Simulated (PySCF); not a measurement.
Identify the compound

Molecular formula: C4H8F2Si3. Simulated spectra:

¹H NMR (400 MHz, computed): δ 6.73 (m, 1H), 5.24 (m, 2H), 4.65 (m, 2H), 2.20 (s, 3H).

¹³C{¹H} NMR (computed): δ 106.1 (C), 90.9 (C), 86.5 (C), 6.1 (CH3).

PySCF 2.14.0 with density-fitted response routines calculation with NMR shieldings at PBE0/pcSseg-1/GIAO and structure optimised with GFN2-xTB; non-relativistic Hamiltonian, no solvent, fast rotation and ring inversion assumed for equivalent nuclei, one conformer.

Shifts are taken against calculated references (same method and geometry level): TMS for ¹H, ¹³C.

What is the structure?

## Answers


1. Rings plus π bonds: 3 (1 ring in the answer).
2. 4 carbon signals for 4 carbons: no two carbons are equivalent.
3. Carbon types of the structure: 3 × C, 1 × CH3, leaving 5 H on heteroatoms.
4. δC 106.1, 86.5: alkyne carbon.
5. δC 90.9: propargylic fully substituted sp3 carbon bonded to F and 2 Si; pulled downfield by the heteroatom.
6. δC 6.1: propargylic methyl carbon; a saturated carbon with 1 carbon neighbour and no heteroatom attached.
7. δH 6.73: hydrogen on a silicon bonded to F, 2 Si, in a 4-membered ring.
8. δH 5.24, 4.65: hydrogen on a silicon bonded to C, Si, in a 4-membered ring.
9. δH 2.20: hydrogen on a propargylic methyl carbon.

Structure: `CC#C[C@]1(F)[SiH2][Si@@H](F)[SiH2]1`.

The shifts were computed for this structure.

Splittings by ¹⁹F in the carbon and heteronuclear signals aren't shown, as no couplings were computed. Shifts are as computed. Against solution values, carbons near 30 ppm lie about +3 ppm off and those near 130 ppm about +5 ppm. Of 1309 compounds with measured shifts, 239 miss one by over three times the rms of a fit or turn the order of signals round; such compounds aren't used in these exercises. Multiplicities follow the n + 1 count of equivalent neighbours, as no J values were calculated; m marks all less simple cases, F and P coupling included.
